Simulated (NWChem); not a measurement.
# AlNH3Cl; SMILES [NH2][AlH][Cl]

```xyz
6

Al    -0.5691     0.5128     0.0000
H     -2.1290     0.7882     0.0000
Cl     0.1939    -1.4659     0.0000
N      0.6069     1.8427     0.0000
H      1.6234     1.7316     0.0000
H      0.3597     2.8350     0.0000
```
Atoms are numbered in this order, from 1.

Results from NWChem. The geometry was optimised at PBE-D3(BJ)/def2-SVP. Vertical excitations in the gas phase.

Q: Predict the results for BHandHLYP/aug-cc-pVDZ, full TDDFT. Quantities: lowest excitation, singlet (eV); oscillator strength of that lowest state; orbital gap (eV).

A: The lowest excitation, singlet (eV) comes out as 6.30 and the oscillator strength of that lowest state is 0.058. The orbital gap (eV) is 8.99.
